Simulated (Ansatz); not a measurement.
Spin states of F2Ti (SMILES [F][Ti][F]), each relaxed with B3LYP-D3(BJ)/def2-TZVP.
State 1 (charge 0, multiplicity 3):
```xyz
3

Ti     0.38450     0.08155    -0.02322
F     -0.41726     1.24107    -1.14714
F     -0.00041    -1.27516     1.10004
```
State 2 (charge 0, multiplicity 1):
```tsv
atom	x (Å)	y (Å)	z (Å)
Ti	-0.0108	0.0159	-0.0234
F	-0.2361	1.3733	-1.2358
F	0.2138	-1.3417	1.1889
```

Singlets are restricted, other states unrestricted; no spin–orbit coupling, no relativity up to Kr; see below for the cores. The largest T1 diagnostic is 0.026.

Run with Ansatz (Gaussian basis) for Hartree–Fock, density functionals and correlated methods. 

### Question
One of these levels gives 20.53 kcal/mol for the energy of the multiplicity-1 state less that of the multiplicity-3 state. Name it.
A) r2SCANh/def2-TZVPP
B) wB97X-V/def2-TZVPP
C) PBE/def2-TZVPP
D) CAM-B3LYP/def2-TZVPP

### Answer
B, wB97X-V/def2-TZVPP. The others give 30.84 (PBE/def2-TZVPP), 34.88 (r2SCANh/def2-TZVPP), 24.58 (CAM-B3LYP/def2-TZVPP)

Ansatz is an electronic-structure program.
